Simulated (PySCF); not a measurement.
Gas-phase reaction: 2 InBr + 2 HF ⇌ 2 InH + F₂ + Br₂

Energies from PySCF, thermal terms from the rigid-rotor harmonic-oscillator model, ideal gas at 1 bar. † marks an energy on the PBE0/def2-TZVP geometry and frequencies; other levels use their own. MP2 and CCSD(T) freeze the core. All species are closed-shell singlets. In: scalar-relativistic def2 core potential, no spin-orbit coupling. Br: all electrons, no relativistic terms. InH: computed as isolated molecules; such fragments, hydroxides, amides, oligomers or adducts are transient or little studied in the gas. MP2 isn't extrapolated to the basis-set limit. CCSD(T) isn't extrapolated to the basis-set limit.

| level | ΔH°(298 K), kJ |
|---|---|
| BLYP/def2-TZVP† | 982 |
| CCSD(T)/def2-TZVPP† | 1051 |
| M06-2X/def2-TZVP† | [?] |
| MP2/def2-TZVPP† | 1118 |
| PBE/def2-SVP | [?] |
| PBE0/def2-QZVP† | 1050 |
| PBE0/def2-TZVP | 1036 |
| r2SCAN/def2-TZVP† | [?] |
| LDA/def2-TZVP† | 1022 |
| ωB97M-V/def2-TZVP† | [?] |

Problem. Fill in the missing entries.

Solution. 
- M06-2X/def2-TZVP†, ΔH°(298 K), kJ: 1078
- PBE/def2-SVP, ΔH°(298 K), kJ: 952
- r2SCAN/def2-TZVP†, ΔH°(298 K), kJ: 1037
- ωB97M-V/def2-TZVP†, ΔH°(298 K), kJ: 1027
